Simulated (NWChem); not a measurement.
Molecule: HS2, doublet; SMILES [S]S

Results from NWChem. Spin-unrestricted. In the optimisation the excess spin sits in a" (Cs, its own frame). Coordinates come from a PBE-D3(BJ)/def2-SVP, spin-unrestricted optimisation. No stability test was run on the SCF state.

**Question.** Estimate the computed values for PBE0/STO-3G. Quantities: highest occupied level (eV); lowest empty minus highest occupied level, either spin (eV); dipole (D); <S²>.

**Answer.** The highest occupied level (eV) is -2.90 and the lowest empty minus highest occupied level, either spin (eV) is 3.58. The dipole (D) is 1.09 and the <S²> is 0.751.
